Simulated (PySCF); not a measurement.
Hf(F)2(SH)2 (F2H2HfS2), SMILES [F][Hf]([F])([SH])[SH], multiplicity 1. Atoms are numbered in the order given.

```xyz
7

Hf     0.0000     0.0000     0.2124
F      0.0000    -1.5119     1.3776
F      0.0000     1.5119     1.3776
S     -1.9764     0.0000    -1.2403
H     -2.8482     0.0000    -0.2000
S      1.9764     0.0000    -1.2403
H      2.8482     0.0000    -0.2000
```

The structure is a stationary point at B3LYP-D3(BJ)/def2-SVP. The geometry has at least one imaginary mode, so it is a saddle point at that level. The multiplicity is an assumed one; no other spin state was optimised. The structure was generated by enumeration; whether it is a known compound was not checked. The def2 effective core potentials stand for the cores of Hf; spin–orbit coupling is left out. One conformer was computed; it need not be the lowest.

Computed with PBE/def2-TZVP run with PySCF.

ESP charges are fitted to the potential on shells at 1.4 to 2.0 van der Waals radii. Atomic charges (e):

```tsv
atom	Löwdin	ESP fit	Mulliken
Hf1	0.21	0.95	1.24
F2	-0.19	-0.32	-0.36
F3	-0.19	-0.32	-0.36
S4	0.01	-0.34	-0.44
H5	0.07	0.19	0.18
S6	0.01	-0.34	-0.44
H7	0.07	0.19	0.18
```
